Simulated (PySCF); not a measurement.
C2H6ClIn, SMILES [In]([CH3])([CH3])[Cl]. Coordinates come from a B3LYP-D3(BJ)/def2-SVP optimisation. The structure was generated by enumeration; whether it is a known compound was not checked. The def2 effective core potentials stand for the cores of In; spin–orbit coupling is left out.

Computed equilibrium geometry at B3LYP-D3(BJ)/def2-SVP (PySCF confirms it by a frequency run) as a Z-matrix:
```
In
C 1 2.1672
H 2 1.0988 1 111.61
H 2 1.0996 3 109.93 1 -120.52
H 2 1.1002 3 109.66 4 -119.41
C 1 2.1672 2 138.48 3 5.50
H 6 1.0988 1 111.55 2 12.16
H 6 1.0993 7 110.06 1 -120.70
H 6 1.1004 7 109.49 8 -119.45
Cl 1 2.4040 2 110.74 3 -174.34
```
